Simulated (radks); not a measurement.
The indium anion In- inside a hard spherical wall (all orbitals vanish at R), configuration held at [Kr] 4d10 5s2 5p2 and not refilled when levels cross. Method: scalar-relativistic Kohn-Sham, PBE, spin-polarised, spherical densities, finite nucleus; open shells are filled with parallel spins first (spin-orbit coupling, left out, can overturn this in heavy ions); Fermi nuclear charge, rms radius 4.6156 fm; computed with a radial shooting solver on a logarithmic mesh with Libxc functionals. Eigenvalues in eV for spin up, with the zero of energy where the potential of the charges vanishes at infinity; a dash marks a level that is unbound or too diffuse for the functional's potential to be trusted. A positive occupied level is held by the wall or, in an anion where self-interaction has pushed it up, behind a barrier. The pressure on the wall is -dE/dV.

R (bohr)  E (hartree)  kinetic (hartree)    e(4p)    e(4d)   e(5s)   e(5p)  e(6s, empty)  e(5d, empty)  pressure (GPa)
20        -5881.52052           6130.023  -73.186  -13.708  -3.820   1.235         1.717         2.330         0.00133
15        -5881.51829           6130.027  -72.871  -13.393  -3.535   1.468         2.359         3.344         0.00878
8         -5881.47912           6130.150  -70.931  -11.468  -2.019   3.065         7.216         7.820           0.836
7         -5881.44557           6130.266  -70.015  -10.569  -1.344   3.937        10.022         9.725            2.29
5         -5881.18205           6131.174  -65.955   -6.646   2.049   8.591        24.882        18.543            28.2
4         -5880.61416           6133.089  -61.044   -2.008   7.323  15.698        46.750        30.535             145
2.5       -5874.43959           6153.982  -35.854   22.625  48.455  66.382        180.31        100.37            4630
1.5       -5819.07234           6323.581   65.055   135.90  310.63  349.84        769.61        405.83          177000
